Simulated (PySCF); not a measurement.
**Correlation energy of Pt⁺ (platinum, charge +1)**

[Xe] 4f14 5d9, 2D determinant. Calculation: PySCF 2.14, in ANO-RCC-VTZP; the spin-free X2C one-electron Hamiltonian (Gaussian nucleus). Frozen: [Kr] 4d10 4f14; 17 electrons correlated.

MP2 pair energies summed by pair of shells (mhartree):

```
 pair   energy  share (%)
5d-5d  -251.75       51.5
5p-5d  -149.57       30.6
5p-5p   -42.59        8.7
5s-5d   -22.42        4.6
5s-5p   -19.73        4.0
5s-5s    -2.94        0.6
```

Total MP2 correlation energy: -488.99 mhartree.

Same-spin part -160.72 and opposite-spin part -328.27 mhartree; SCS-MP2 scales them by 1/3 and 6/5 to -447.50 mhartree.
